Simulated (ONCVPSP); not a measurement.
## Varying the ONCV potential for Sn (Z = 50)

Base potential:

Sn (Z = 50), optimised norm-conserving Vanderbilt (ONCV), made with ONCVPSP 4.0.1 (LDA (Perdew-Wang 92), scalar-relativistic). Core [Kr], reference 4d10 5s2 5p1.5 (charge +0.5). Waves: 5s: rc 1.60 bohr, ncon 3, nbas 6, qcut 4.8 1/bohr, 2 projectors, debl 0.6 Ha; 5p: rc 2.30 bohr, ncon 4, nbas 9, qcut 3.9 1/bohr, 1 projector; 4d: rc 1.10 bohr, ncon 4, nbas 9, qcut 7.6 1/bohr, 2 projectors, debl 1.5 Ha; f scattering state at 0.02 Ha: rc 1.85 bohr, ncon 4, nbas 7, qcut 6.8 1/bohr, 2 projectors, debl 2.8 Ha. Local part: polynomial inside 1.10 bohr (lpopt 5, dvloc0 -1 Ha). Core correction: Teter function, fcfact 4.5, rcfact 1.7.

All-electron outer shells of the reference configuration (LDA (PZ), scalar-relativistic, ld1.x):

```json
{"shell": "4s", "level (eV)": "-137.47", "outermost node (bohr)": "0.40", "outermost maximum (bohr)": "0.74"}
{"shell": "4p", "level (eV)": "-93.37", "outermost node (bohr)": "0.41", "outermost maximum (bohr)": "0.79"}
{"shell": "4d", "level (eV)": "-29.70", "outermost node (bohr)": "0.39", "outermost maximum (bohr)": "0.88"}
{"shell": "5s", "level (eV)": "-14.33", "outermost node (bohr)": "0.98", "outermost maximum (bohr)": "1.99"}
{"shell": "5p", "level (eV)": "-7.05", "outermost node (bohr)": "1.09", "outermost maximum (bohr)": "2.46"}
```

Cutoffs, loose and tight: the cutoffs (Ha) at which the residual kinetic energy of the hardest occupied pseudo-wave falls to 1 and 0.1 mHa per electron. They do not see the model core or the augmentation charge, which bear on the density cutoff. Test errors are all-electron minus pseudo excitation energies from the reference, over the configurations 4d10 5s2 5p2; 4d10 5s2 5p1; 4d10 5s2 5p0; 4d9 5s2 5p3. A dash means not determined; rows that change the core or the reference have their own tests.

A true bound ghost makes a file unfit for plane-wave use even where its test errors are small: the radial tests pick states by their node count and pass the ghost by.

| change | outcome | cutoff, loose | cutoff, tight | bound ghosts | GHOST(+) flags above zero | largest test error (meV) |
| --- | --- | --- | --- | --- | --- | --- |
| base | generated | 203 Ha | 256 Ha | s, p, d | s | -235 |
| d: rc 0.8; local potential polynomial inside 0.80 bohr (lpopt 5, dvloc0 -1 Ha) | generated | 421 Ha | 494 Ha | s, p | s, d | -270 |
| d: rc 0.9; local potential polynomial inside 0.90 bohr (lpopt 5, dvloc0 -1 Ha) | generated | 253 Ha | 381 Ha | s, p | s, d | -278 |
| d: rc 1.14 | generated | 189 Ha | 238 Ha | s, p | s, d | -288 |
| d: rc 1.2 | generated | 142 Ha | 213 Ha | s, p | s | -283 |
| d: rc 1.38 | generated | 68 Ha | 157 Ha | s, p | s, d | -261 |
| d: rc 1.46 | generated | 42 Ha | 137 Ha | s, p | s, d | -249 |
| d: rc 1.6 | generated | 28 Ha | 85 Ha | s, p | s, d | -220 |

What comes out with this change to the base: d: rc 0.98; local potential polynomial inside 0.98 bohr (lpopt 5, dvloc0 -1 Ha)?

outcome: generated; cutoff, loose: 218 Ha; cutoff, tight: 317 Ha; bound ghosts: s, p; GHOST(+) flags above zero: s, d; largest test error (meV): -283.

Reading the sweep of the d radius (base included, trends over the rows without a ghost): Bound ghosts are found at 0.8, 0.9, 0.98, 1.1, 1.14, 1.2, 1.38, 1.46, 1.6 bohr. Every judged row has one, so this setting neither creates nor removes them.
